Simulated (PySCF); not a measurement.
N-methylmethanimine (C₂H₅N), SMILES C=NC. Geometry: PBE0-D3(BJ)/def2-TZVP.

TDA-PBE/def2-SVPD in PySCF 2.14.0 puts the lowest singlet excitations at 4.83, 6.29, 6.93, 7.83, 7.84, 7.90 eV.

Question: What are the lowest excitation roots from ADC(2)/aug-cc-pVDZ run with PySCF? (Estimate from the structure and the level; the computed values follow.)

Answer: 5.19, 6.22, 6.90, 6.92, 7.40, 7.75 eV. S1 differs by 0.35 eV (second minus first; roots are paired by order, and the bases may differ).
